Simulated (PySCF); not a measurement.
`InChI=1S/C5H3NO/c1-6-5-3-2-4-7-5/h2-4H`

Molfile (atoms numbered from 1):
```
C5H3NO
     RDKit          3D

 10 10  0  0  0  0  0  0  0  0999 V2000
    3.2965   -0.5609    0.0373 C   0  0  0  0  0  0  0  0  0  0  0  0
    2.1386   -0.3397    0.0265 N   0  0  0  0  0  0  0  0  0  0  0  0
    0.8149   -0.0628    0.0110 C   0  0  0  0  0  0  0  0  0  0  0  0
    0.1284    1.1056   -0.1778 C   0  0  0  0  0  0  0  0  0  0  0  0
   -1.2497    0.7522   -0.0788 C   0  0  0  0  0  0  0  0  0  0  0  0
   -1.2807   -0.5908    0.1597 C   0  0  0  0  0  0  0  0  0  0  0  0
   -0.0311   -1.0917    0.2150 O   0  0  0  0  0  0  0  0  0  0  0  0
    0.5658    2.0829   -0.3623 H   0  0  0  0  0  0  0  0  0  0  0  0
   -2.1076    1.4139   -0.1730 H   0  0  0  0  0  0  0  0  0  0  0  0
   -2.0868   -1.3039    0.3080 H   0  0  0  0  0  0  0  0  0  0  0  0
  1  2  3  0
  2  3  1  0
  3  4  2  0
  4  5  1  0
  5  6  2  0
  6  7  1  0
  7  3  1  0
  4  8  1  0
  5  9  1  0
  6 10  1  0
M  CHG  2   1  -1   2   1
M  END
```

Computed, not measured: quadratic response B3LYP/aug-cc-pVDZ first hyperpolarisability, Taylor convention, gas phase in PySCF 2.14.0. Geometry: PBE0-D3(BJ)/def2-SVP.

Task: Give the tensor of the second harmonic β(−2ω;ω,ω) at 1064 nm in the axes of these coordinates.

Result: In au, Taylor convention; rows are the first index (the induced dipole):
|  | xx | yy | zz | xy | xz | yz |
| --- | --- | --- | --- | --- | --- | --- |
| x | -592.9 | +27.0 | +63.6 | +147.9 | -7.8 | +2.2 |
| y | +146.2 | -37.0 | -21.3 | +20.3 | +3.1 | -1.6 |
| z | -7.6 | -1.6 | +6.2 | +3.1 | +62.2 | -20.4 |

Norm of βᵢ = ⅓ Σⱼ (βᵢⱼⱼ + βⱼᵢⱼ + βⱼⱼᵢ): 515.5 au, hyper-Rayleigh value 247.6 au.
